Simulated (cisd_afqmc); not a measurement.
Input (AFQMC/CISD/def2-SVP; cisd_afqmc is a phaseless AFQMC code with CISD trial states that reads the integrals written by Ansatz):

Ansatz 0.2 input:
```python
import cisd_afqmc

open("ham.yaml", "w").write("""\
crystal:
  periodic: [false, false, false]
  atoms:
    - {symbol: Pb, position_ang: [-0.00000000, -0.00000000, -1.05929191]}
    - {symbol: I, position_ang: [0.00000000, 0.00000000, 1.63890446]}
basis:
  gaussian:
    orbitals: def2-SVP
total_charge: 1
magnetization: {spin_polarized: false}
correlation: {method: ccsd, electrons: outside_noble_gas, hamiltonian_folder: ham}
""")
rep = cisd_afqmc.ansatz("ham.yaml")
e_ccsd = rep["correlation"]["coupled_cluster"]["energy"]["hartree"]
out = cisd_afqmc.run("ham", e_ccsd, trial="CISD", walkers=200, populations=8, threads=8, dt=0.005, steps=40, early=36, settle=10, least=32,
    cut=5e-5, rank_cut=2e-4, target=0.0004, seconds=1500, seed=1, memory=17280, gpu=False)
```

Output:

```
orbitals 34, occupied [5], factors 199 of 681, rank of the doubles 67 of 145
E(HF) = -488.306482
E(CCSD) on the cut factors = -488.460874, shift to the whole factors -0.000002
Energy of the trial state on the determinant = -488.460842
  tau behind 10.8 of longer steps, mean of the populations' last blocks
   2.0  -488.46792
   4.0  -488.46828
   6.0  -488.46756
   8.0  -488.46880
blocks 401 (0 outliers left out), error by blocks joined: 1: 0.00010, 2: 0.00014, 4: 0.00018, 8: 0.00024, 16: 0.00028
E(AFQMC/CISD) = -488.46840 +/- 0.00028
```

 The CCSD(T) runs of this state have a T1 diagnostic of up to 0.029.
